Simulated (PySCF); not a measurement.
Isomers of C4H6O2Si. Computed with TDDFT CAM-B3LYP/def2-SVPD, vertical, gas phase, core orbitals frozen in the response (PySCF). Geometries: GFN2-xTB; one conformer of each isolated species. Triplets are in the Tamm–Dancoff approximation.

A. `C#C[SiH2]OC(C)=O`
B. `O=C1CCC(=O)[SiH2]1`
C. `[SiH3]Oc1ccoc1`

Lowest singlet levels (six at most, fewer where fewer were computed) with oscillator strengths:

1. 428 nm (f 0.000); 363 nm (f 0.001); 238 nm (f 0.001); 222 nm (f 0.001); 207 nm (f 0.041); 202 nm (f 0.004); T1 2.37 eV
2. 211 nm (f 0.001); 205 nm (f 0.000); 195 nm (f 0.002); 193 nm (f 0.000); 165 nm (f 0.062); 155 nm (f 0.006); T1 5.05 eV
3. 210 nm (f 0.127); 209 nm (f 0.002); 193 nm (f 0.000); 181 nm (f 0.020); 177 nm (f 0.021); 176 nm (f 0.004); T1 3.87 eV

**Question.** Which spectrum belongs to which structure?

**Answer.** 1 = B, 2 = A, 3 = C.
- A: S1 at 5.88 eV, HOMO→LUMO+1 (46%), HOMO→LUMO+3 (34%), HOMO-2→LUMO+3 (10%); Löwdin shares by element: HOMO oxygen 61%, carbon 21% or more (atoms not listed hold the other 18%); LUMO carbon 39% or more, silicon 27%, hydrogen 7% or more (atoms not listed hold the other 27%); HOMO -9.66 and LUMO 0.49 eV; point group Cs, 2 of its 6 listed states under f = 0.0005.
- B: S1 at 2.90 eV, HOMO→LUMO (86%), HOMO-1→LUMO+1 (12%); Löwdin shares by element: HOMO oxygen 50%, silicon 14%, carbon 11% or more (atoms not listed hold the other 25%); LUMO carbon 35% or more, silicon 15%, oxygen 13% or more (atoms not listed hold the other 37%); HOMO -8.11 and LUMO -1.07 eV.
- C: S1 at 5.92 eV, HOMO→LUMO+1 (95%); Löwdin shares by element: HOMO carbon 66% or more, oxygen 12% or more (atoms not listed hold the other 21%); LUMO silicon 38%, hydrogen 25% or more, oxygen 11% or more (atoms not listed hold the other 27%); HOMO -7.65 and LUMO 0.98 eV; point group Cs, 1 of its 6 listed states under f = 0.0005.
A and C have S1 within 0.05 eV of each other; their strongest listed levels stand at 7.50 eV (f 0.062) and 5.92 eV (f 0.127).
